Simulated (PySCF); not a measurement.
Species: `FC(F)=C(F)[SiH]1CCC1`. The columns A, B, C and D hold Mulliken, IAO, Hirshfeld and ESP-fitted charges (e) of one PBE0/pcSseg-1 density (PySCF), in a shuffled order. Coordinates in Å (PBE0-D3(BJ)/def2-SVP); the density's dipole moment is (-1.34, 0.06, -0.41) D.

```
atom       x       y       z       A       B       C       D
  F1   2.888   0.203  -1.887  -0.164  -0.224  -0.050  -0.232
  C2   2.950   0.064  -0.586  +0.491  +0.589  +0.153  +0.532
  F3   4.185   0.044  -0.163  -0.135  -0.220  -0.056  -0.224
  C4   1.868  -0.040   0.194  -0.353  -0.171  -0.071  -0.110
  F5   2.084  -0.177   1.519  -0.083  -0.284  -0.088  -0.265
 Si6   0.070   0.008  -0.336  +0.575  +0.800  +0.344  +0.897
  C7  -1.089   1.178   0.592  -0.445  -0.522  -0.163  -0.550
  C8  -2.080  -0.016   0.675  +0.079  -0.247  -0.066  -0.248
  C9  -1.112  -1.216   0.486  -0.427  -0.524  -0.163  -0.549
 H10   0.030   0.081  -1.824  -0.109  -0.067  -0.077  -0.113
 H11  -1.464   2.106   0.139  +0.104  +0.147  +0.039  +0.146
 H12  -0.668   1.416   1.582  +0.151  +0.153  +0.040  +0.149
 H13  -2.680  -0.051   1.599  +0.021  +0.137  +0.038  +0.136
 H14  -2.790   0.028  -0.166  +0.050  +0.132  +0.041  +0.135
 H15  -0.692  -1.543   1.451  +0.143  +0.154  +0.040  +0.149
 H16  -1.505  -2.097  -0.040  +0.101  +0.147  +0.039  +0.146
```

Question: Which column most likely holds the ESP-fitted charges?

Answer: A. Σ q r misses the density's dipole by 0.05 D (A), 0.87 D (C), 1.85 D (D), 2.31 D (B). Charges fitted to the outside potential are the only set here that is tied to the molecule's multipoles.

Question: And the Hirshfeld charges?

Answer: C. The mean sizes are 0.092 e (C), 0.214 e (A), 0.282 e (B), 0.286 e (D), and Hirshfeld charges are commonly the smallest of these schemes.

As computed, A = ESP-fitted, B = Mulliken, C = Hirshfeld, D = IAO. Hydrogens on carbon: ESP-fitted +0.02 to +0.15, Mulliken +0.13 to +0.15, Hirshfeld +0.04 to +0.04, IAO +0.13 to +0.15 e.

The ESP scheme fits charges at the nuclei, held to the total charge, to the electrostatic potential on points at 1.4 to 2.0 times the van der Waals radii. The Mulliken scheme gives each basis function's population to the atom it is centred on and halves the overlap population of two atoms between them.

The structure is a single PBE0-D3(BJ)/def2-SVP conformer in the gas phase; no vibrational or solvent corrections.

Shape of the structure used: `[F:1][C:2]([F:3])=[C:4]([F:5])[SiH:6]1[CH2:7][CH2:8][CH2:9]1`: C2–C4–Si6–C7 -130°.
